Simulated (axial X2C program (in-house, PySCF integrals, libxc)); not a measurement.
**Worked dissociation energy of CuIn: PBE0, without spin–orbit coupling**

Calculated with an axial X2C code built on PySCF integrals. Spin-free means the one-electron spin-free X2C Hamiltonian. Basis: In dyall-cv3z [11s12p9d4f1g], Cu dyall-cv3z [9s9p6d3f2g] (cores contracted in-house); Gaussian nuclei, density fitting, unrestricted open shells. Masses: In 114.904 u, Cu 62.930 u.

Molecular state: M_S = 0, Λ = 0 (closed shell).

* E(In) (2M_S = 1, M_L = 0): -5880.662196 hartree
* E(Cu) (2M_S = 1, M_L = 0): -1654.570782 hartree
* E(CuIn) at Re: -7535.306297 hartree
* ωe: 183.5 cm⁻¹
* ωexe: 0.53 cm⁻¹

(1) Work out De and D0.

Occupations by symmetry block were frozen at the best pattern of an incomplete PBE0 search. The closed shell is kept restricted, so the energy runs too high when the bond is stretched far. De is counted from the lowest determinant-based energies of the atoms at the same level, without counterpoise correction. Spin-free De lacks the spin–orbit lowering of the heavy p-block atom, a tenth of an eV or more for 4p and 5p, up to an eV for 6p and one to two eV for 7p atoms, less what an open-shell molecule gains itself.

Each atomic determinant is the lowest at this level and need not be a pure term. Totals compare only within one Hamiltonian and basis.

Results:

(1) De = -5880.662196 + (-1654.570782) − (-7535.306297) = 0.07332 hartree = 1.995 eV. The zero-point energy is ωe/2 − ωexe/4 = 92 cm⁻¹ = 0.011 eV, so D0 = 1.984 eV.
